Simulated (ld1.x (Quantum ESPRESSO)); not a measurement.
# u(r) = r·R(r): atom against pseudo-atom (oxygen (O))

Columns: radius, all-electron u(r) and pseudo u(r) of the 2s shell (level -23.96 eV) of oxygen in the configuration [He] 2s2 2p4; PBE, scalar-relativistic, TM scheme, ld1.x (Quantum ESPRESSO) 7.5.

```tsv
r (bohr)	all-electron	pseudo
0.085	0.4137	-0.0772
0.170	0.3264	-0.1621
0.255	0.0703	-0.2624
0.340	-0.2111	-0.3837
0.425	-0.4594	-0.5245
0.510	-0.6557	-0.6709
0.595	-0.7980	-0.7994
0.680	-0.8910	-0.8910
0.765	-0.9429	-0.9429
0.850	-0.9623	-0.9623
0.935	-0.9570	-0.9570
1.020	-0.9337	-0.9337
1.105	-0.8978	-0.8978
1.190	-0.8535	-0.8535
1.275	-0.8042	-0.8042
1.360	-0.7523	-0.7523
1.445	-0.6997	-0.6997
1.530	-0.6476	-0.6476
1.615	-0.5969	-0.5969
1.700	-0.5484	-0.5484
1.785	-0.5023	-0.5023
1.870	-0.4590	-0.4590
1.955	-0.4186	-0.4186
2.040	-0.3810	-0.3810
2.125	-0.3463	-0.3463
2.210	-0.3143	-0.3143
```

(1) How many radial nodes do the two functions have?

(2) At about which radius was the pseudo-wave matched?

(3) Is the pseudo-wave norm-conserving?

Answers

(1) The all-electron 2s function has n − l − 1 = 1; the pseudo-wave has 0, since the states of the same l below it are removed with the core.

(2) 0.75 bohr, where the columns begin to agree (steps of 0.09 bohr).

(3) Yes: the TM scheme keeps the norm inside the radius equal to the all-electron one, which fixes the energy derivative of the logarithmic derivative at the level.
